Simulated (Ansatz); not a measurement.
Rb8Cl8 (started as a model of: 1x4x4 RbCl rock-salt block). Total charge 0; singlet. Geometry PBE-D4/def2-SVP.

Cartesian coordinates in Å:
```
Rb -2.090 -5.301 -3.104
Cl -2.822 -4.249 -0.344
Rb -2.139 -3.672 2.707
Cl -2.862 -2.216 5.296
Cl -0.595 -2.778 -3.923
Rb -1.367 -1.435 -1.078
Cl -0.181 -1.247 1.897
Rb -1.011 0.145 4.697
Rb 1.018 -0.151 -4.694
Cl 0.146 1.267 -1.920
Rb 1.321 1.458 1.060
Cl 0.608 2.772 3.934
Cl 2.899 2.192 -5.270
Rb 2.129 3.681 -2.714
Cl 2.810 4.254 0.336
Rb 2.136 5.279 3.121
```

In the def2 sets Rb takes a core potential, while STO-3G treats all electrons; there is no spin–orbit coupling.

Estimate the orbital energies around the gap (eV) in Ansatz with HF/STO-3G, PBE-D4/def2-SVP, r2SCAN-D4/def2-SVP, PBE0-D4/def2-SVP.


| orbital | HF/STO-3G | PBE-D4/def2-SVP | r2SCAN-D4/def2-SVP | PBE0-D4/def2-SVP |
| --- | --- | --- | --- | --- |
| HOMO−5 | -5.46 | -4.90 | -5.11 | -6.17 |
| HOMO−4 | -5.46 | -4.89 | -5.11 | -6.16 |
| HOMO−3 | -5.35 | -4.78 | -5.01 | -6.06 |
| HOMO−2 | -5.34 | -4.78 | -5.01 | -6.06 |
| HOMO−1 | -5.33 | -4.70 | -4.94 | -5.98 |
| HOMO | -5.32 | -4.70 | -4.94 | -5.97 |
| LUMO | 7.62 | -1.55 | -0.92 | -1.04 |
| LUMO+1 | 7.67 | -1.51 | -0.87 | -1.01 |
| LUMO+2 | 8.89 | -0.90 | -0.40 | -0.40 |
| LUMO+3 | 9.27 | -0.72 | -0.21 | -0.25 |
| LUMO+4 | 9.75 | -0.45 | -0.01 | -0.06 |
| LUMO+5 | 9.77 | -0.42 | 0.00 | -0.01 |
